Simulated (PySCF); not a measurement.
Level of theory: ωB97X-D3(BJ)/def2-TZVP // PBE0-D3(BJ)/def2-TZVP run with PySCF. Isolated molecules, 0 K electronic values unless said otherwise. One relaxed conformer stands for a flexible species; it need not be the lowest. Delta-SCF ions had no search for a lower state. Excitations are Tamm–Dancoff values on a coarser integration grid. The basis has no diffuse functions, so Rydberg states are missing or too high.

Reference species (SMILES): `o1cc2c(C2)c1` (neutral, multiplicity 1).

```yaml
vertical ionisation energy (Delta-SCF): 9.05 eV
S1 excitation (TDA): 6.48 eV
```

Changed species: `C#CC(=C)C=O`.

Task: What does the change do to the vertical ionisation energy (Delta-SCF) and S1 excitation (TDA)?

Result: the vertical ionisation energy (Delta-SCF) increases by 0.76 eV, to 9.81 eV; the S1 excitation (TDA) falls by 2.62 eV, to 3.86 eV.
